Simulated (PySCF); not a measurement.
## A thermochemical cycle for MgI

MP2 in PySCF with x2c-SVPall on every atom, spin-free X2C, for the lowest determinant that a PBE0 search found; no spin–orbit coupling. MgI, a doublet (σ ↑), has De = 2.36 eV to neutral atoms, and MgI⁺, a singlet (closed shell), has De = 2.17 eV to Mg⁺ + I.

At the same level the Mg atom ionises at 7.15 eV.

Question: What is the adiabatic ionisation energy of the molecule, and does ionisation strengthen or weaken the bond?

Answer: IE = IE(Mg) + De(neutral) − De(ion) = 7.15 + 2.36 − 2.17 = 7.34 eV. De changes by -0.19 eV, so ionisation weakens the bond.

Correlated steps freeze 19 core orbitals. Correlated levels converge slowly with the basis: in double zeta they bind strong bonds too weakly, by up to about 1 eV, and carry superposition errors of some tenths. Spin–orbit coupling is left out, which matters for elements this heavy, above all for dissociation energies. For an ion De counts to the pair picked by the measured ionisation energies or electron affinities, which need not be the lowest pair at this level. Where the molecule has an RHF reference, its open-shell atoms are computed with UHF. States were picked by a PBE0 search and need not be the measured ground states.
